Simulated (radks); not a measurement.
The numbers below are computed, except where a source is named.
All-electron atom: Pd+ in [Ar] 3d10 4s1.75 4p6 4d9 5d0.25 (fractional occupations, a model configuration).

Level of theory: Dirac Kohn-Sham, LDA (Slater exchange, Perdew-Wang correlation), spin-unpolarised, spherical densities, finite nucleus; open shells fill j = l - 1/2 first; Fermi nuclear charge, rms radius 4.5318 fm (a radial shooting solver on a logarithmic mesh with Libxc functionals).

Energy parts (eV):
part                       energy
total                 -137169.032
kinetic                143226.280
electron-nucleus      -332007.115
Hartree                 55391.883
exchange-correlation    -3780.079

Orbitals (lengths in bohr, moments of r in powers of bohr; r(90%) holds 90 % of the orbital's charge):
| orbital | occ. | eigenvalue (eV) | r(90%) | <1/r> | small-component weight |
|---|---|---|---|---|---|
| 1s1/2 | 2 | -24135.74 | 0.0572 | 48.19 | 2.83e-02 |
| 2s1/2 | 2 | -3536.256 | 0.214 | 11.08 | 5.90e-03 |
| 2p1/2 | 2 | -3283.312 | 0.192 | 11.06 | 5.92e-03 |
| 2p3/2 | 4 | -3124.152 | 0.199 | 10.42 | 5.69e-03 |
| 3s1/2 | 2 | -648.9523 | 0.560 | 3.856 | 1.64e-03 |
| 3p1/2 | 2 | -548.9766 | 0.561 | 3.765 | 1.59e-03 |
| 3p3/2 | 4 | -521.2269 | 0.576 | 3.609 | 1.53e-03 |
| 3d3/2 | 4 | -343.4495 | 0.565 | 3.443 | 1.41e-03 |
| 3d5/2 | 6 | -337.9104 | 0.570 | 3.403 | 1.40e-03 |
| 4s1/2 | 1.75 | -99.3593 | 1.37 | 1.471 | 4.14e-04 |
| 4p1/2 | 2 | -68.2776 | 1.50 | 1.349 | 3.58e-04 |
| 4p3/2 | 4 | -63.7244 | 1.55 | 1.299 | 3.40e-04 |
| 4d3/2 | 4 | -17.3667 | 2.28 | 0.9546 | 1.97e-04 |
| 4d5/2 | 5 | -16.8650 | 2.31 | 0.9406 | 1.92e-04 |
| 5d3/2 | 0.25 | -2.9681 | 10.6 | 0.1726 | 8.01e-06 |
| 5d5/2 | 0 | -2.9549 | 10.6 | 0.1717 | 8.01e-06 |

The highest occupied level is 5d3/2 at -2.968 eV. The density falls to 0.001 e/bohr^3 at r = 3.63 bohr. Summed over all electrons, <r^2> = 49.04 bohr^2, which gives a Langevin (diamagnetic) susceptibility term of -38.8 x 10^-6 cm^3/mol.
